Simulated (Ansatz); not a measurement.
H9N3Si3, triplet, at the geometry of the source list (a higher spin typed on purpose: for a closed-shell molecule this is an excited state). Base run: SVWN5/3-21G in Ansatz (an electronic-structure program).

Ansatz was given this input:
Ansatz 0.2 input:
```yaml
crystal:
  periodic: [false, false, false]
  atoms:
    - {symbol: Si, position_ang: [1.66910000, -0.43420000, -0.53010000]}
    - {symbol: N, position_ang: [0.51200000, -1.52140000, 0.14690000]}
    - {symbol: Si, position_ang: [-1.17660000, -1.29940000, 0.42870000]}
    - {symbol: N, position_ang: [-1.44110000, 0.39700000, 0.60300000]}
    - {symbol: Si, position_ang: [-0.53150000, 1.72390000, -0.02190000]}
    - {symbol: N, position_ang: [1.08550000, 1.16520000, -0.24950000]}
    - {symbol: H, position_ang: [1.83960000, -0.68320000, -1.97510000]}
    - {symbol: H, position_ang: [2.94000000, -0.60000000, 0.18600000]}
    - {symbol: H, position_ang: [0.82120000, -2.47620000, 0.20070000]}
    - {symbol: H, position_ang: [-1.97060000, -1.84090000, -0.69110000]}
    - {symbol: H, position_ang: [-1.52980000, -1.95840000, 1.69200000]}
    - {symbol: H, position_ang: [-2.34960000, 0.64340000, 0.95660000]}
    - {symbol: H, position_ang: [-0.51910000, 2.79450000, 0.98200000]}
    - {symbol: H, position_ang: [-1.10540000, 2.19850000, -1.29570000]}
    - {symbol: H, position_ang: [1.75630000, 1.89130000, -0.43250000]}
basis:
  gaussian:
    orbitals: 3-21G.json
hamiltonian:
  xc: {name: SVWN5}
magnetization: {spin_polarized: true, initial_magnetization: 2}
```
The basis file holds 3-21G in the JSON format of the Basis Set Exchange.

Each row names what was changed in the base input (with any setting that the change needs).

```tsv
change	E (Eh)	SCF-reference <S^2>	core-seconds (rough)
base	-1027.68895	2.001	30
functional = r2scan	-1032.28962	2.004	100
functional = PBE0-DH	-1031.82699	2.005	10
functional = pbe0; dispersion = d3bj	-1031.96605	2.004	20
functional = lc_wpbe	-1032.08550	2.004	10
functional = B2GP-PLYP	-1031.65468	2.005	10
functional = PBE-QIDH	-1031.49622	2.006	10
functional = pbe	-1031.84615	2.002	50
functional = B97M-V	-1032.25347	2.003	80
functional = b3lyp	-1032.56085	2.004	30
functional = wB97M-V	-1032.38442	2.004	30
functional = wB97X	-1032.41970	2.005	20
functional = cam_b3lyp	-1032.42311	2.004	10
```

Absolute energies of different levels of theory aren't comparable as measures of quality.
